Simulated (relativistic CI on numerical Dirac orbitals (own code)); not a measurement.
**Hyperfine structure of Cd XXX, mass number 113**

Computed by Dirac-Coulomb-Breit CI, orbitals from a KLI potential per configuration, model QED (radiative potential, 1s self-energy scaled to tabulated hydrogen-like ionisation energies), unscaled Slater integrals (own radial code, finite nucleus).

Configuration list (outside the closed core [Ne]): 3s2 3p6 3d, 3s2 3p5 3d2, 3s 3p6 3d2, 3s2 3p6 4s, 3s2 3p6 4p, 3s2 3p6 4d, 3s2 3p5 3d 4s, 3s2 3p6 4f, 3s2 3p5 3d 4p, 3p6 3d3, 3p5 3d4, 3p5 3d3 4s. Double excitations out of closed p, d and f shells are left out; levels of such configurations are missing from the list, as are those of other unlisted configurations, and high levels can miss mixing partners. These lack a partner that the ground configuration has and come out too high: 3s2 3p5 3d 4p.

Nuclear spin I = 1/2, μ = -0.6213 μN (tables of Stone and Pyykkö). The electronic factors are computed for point nuclear moments, without core polarisation or the Bohr-Weisskopf and QED corrections.

| Level | E (cm⁻¹) | A (MHz) |
| --- | --- | --- |
| 3s2 3p6 3d 2D_3/2 | 0 | -26780 |
| 3s2 3p6 3d 2D_5/2 | 74760 | -11220 |
| 3s2 3p5 3d2 4D°_1/2 | 1109555 | -8721 |
| 3s2 3p5 3d2 4D°_3/2 | 1120374 | -26570 |
| 3s2 3p5 3d2 4D°_7/2 | 1207692 | -19560 |
| 3s2 3p5 3d2 4G°_9/2 | 1210702 | -27450 |
| 3s2 3p5 3d2 4G°_11/2 | 1237545 | -24230 |
| 3s2 3p5 3d2 4P°_3/2 | 1240228 | -42030 |

Levels with J = 0, under 50 % of one LS term, or S terms without an open s electron are left out. Small factors come from cancelling terms and can be off by tens of per cent or more.

At this charge energies of transitions that change n are usually good to better than 1 %, and those within a shell (Δn = 0) to a few per cent.

(1) Give the hyperfine levels of 3s2 3p6 3d 2D_3/2 relative to its centre of gravity.

Results:

(1) With K = F(F + 1) − I(I + 1) − J(J + 1), E = AK/2: F = 1: 33470, F = 2: -20080 MHz.

LS names give the leading component of a level, which can be under half, so a name can repeat, a term be missing and a line seem to break the LS rules.
